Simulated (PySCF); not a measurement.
PySCF 2.14 output of an unrestricted LDA calculation on a single atom or ion in def2-TZVP (6s4p4d1f, 45 functions), with no relativity, point nucleus:

```
SCF conv_tol = 1e-09
number electrons alpha = 11  beta = 9
    P. A. M. Dirac.,  Math. Proc. Cambridge Philos. Soc. 26, 376 (1930)
    F. Bloch.,  Z. Phys. 57, 545 (1929)
    S. H. Vosko, L. Wilk, and M. Nusair.,  Can. J. Phys. 58, 1200 (1980)
cycle= 1 E= -846.507982525381  delta_E= -0.00604  |g|= 0.0147  |ddm|=  0.1
cycle= 2 E= -846.507995073301  delta_E= -1.25e-05  |g|= 0.00864  |ddm|= 0.0134
cycle= 3 E= -846.508015053152  delta_E= -2e-05  |g|= 0.00161  |ddm|= 0.00676
cycle= 4 E= -846.508015823729  delta_E= -7.71e-07  |g|= 7.71e-06  |ddm|= 0.00106
cycle= 5 E= -846.508015823746  delta_E= -1.68e-11  |g|= 2.3e-07  |ddm|= 5.1e-06
converged SCF energy = -846.508015823746  <S^2> = 2.000106  2S+1 = 3.0000707
```

The run itself started from symmetry-adapted Hartree-Fock orbitals and held the occupation by maximum overlap, on a logarithmic radial grid, so the iterations belong to that start.

Problem. Which element, charge and spin multiplicity is this?

Solution. Ti²⁺ (titanium, charge +2), multiplicity 3; the state was [Ar] 3d2, high-spin 3F determinant.
